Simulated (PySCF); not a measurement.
# Reading the logs of faulty runs: CClGeH5Si

All numbers below are calculated, not measured. The program is PySCF 2.14.0, an open-source quantum chemistry code, run on an isolated molecule that a program drew, which may never have been made. The molecule is CClGeH5Si (charge 0, singlet), drawn as the SMILES string `[SiH3][CH]=[GeH][Cl]`.

Each row is a Hartree-Fock (HF) and frozen-core CCSD(T) single point in the cc-pV(D+d)Z basis, meant for a local HF minimum. Run 1 is clean. Each other run has one planted mistake out of seven kinds, and not every kind appears here: one electron removed, one electron added, multiplicity raised by two, geometry at a saddle point, minimal basis STO-3G, one bond length entered in bohr, all coordinates scaled. The reference is restricted for singlets and unrestricted otherwise, and also for a bond in bohr. Adding or removing an electron swaps singlet and doublet. Electrons count all cores. HOMO and LUMO are orbital energies over both spins, the gradient is its largest component, and the lowest frequency (negative if imaginary) is given only where the gradient is small. Bond lengths are over the 8 bonds as drawn. T1 is the CCSD diagnostic: over 0.02 (restricted) or 0.045 (unrestricted) a single reference is doubtful. Germanium has the cc-pVDZ-PP basis, with a core potential (ECP10MDF) in place of its 10 inner electrons, and its 3s, 3p and 3d shells are frozen in CCSD(T).

Geometry of the clean run:
```xyz
9
CClGeH5Si, angstrom
Si   -1.6706   -0.1987    0.5681
C    -0.3567    0.5195   -0.5266
Ge    0.1375    2.1964   -0.6879
Cl   -0.7533    3.7993    0.4262
H    -2.3149    0.8730    1.3586
H    -2.7080   -0.8923   -0.2351
H    -1.0948   -1.2013    1.4986
H     0.2127   -0.1442   -1.1744
H     1.2040    2.8005   -1.5727
```

| run | electrons | basis functions | <S^2> | HOMO (eV) | LUMO (eV) | gradient (hartree/bohr) | lowest frequency (cm^-1) | mean bond (Å) | longest bond (Å) | T1 | HF (hartree) | CCSD(T) (hartree) | mistake |
|---|---|---|---|---|---|---|---|---|---|---|---|---|---|
| 1 | 74 | 108 | 0.000 | -8.89 | 1.66 | 7.0e-06 | 100 | 1.6005 | 2.146 | 0.0131 | -1082.58241 | -1083.12377 | no fault |
| 2 | 73 | 108 | 0.758 | -16.56 | -6.57 | 9.2e-02 | - | 1.6005 | 2.146 | 0.0203 | -1082.30925 | -1082.80866 | one electron removed |
| 3 | 74 | 108 | 0.000 | -9.23 | 2.34 | 8.7e-02 | - | 1.4516 | 1.946 | 0.0110 | -1082.48081 | -1083.00999 | all coordinates scaled |
| 4 | 74 | 108 | 2.029 | -6.23 | 0.05 | 1.1e-01 | - | 1.6005 | 2.146 | 0.0140 | -1082.50973 | -1083.01354 | ? |

**Which mistake was planted in run 4, and what did it cost?**

Electrons, basis and geometry are unchanged, and <S^2> is 2.029, beside S(S+1) = 2.00 for a multiplicity of 3. So the mistake is: multiplicity raised by two. Subtracting run 1 and multiplying by 627.51 kcal/mol a hartree, the energy moved by 45.6 kcal/mol in HF and 69.2 kcal/mol in CCSD(T).

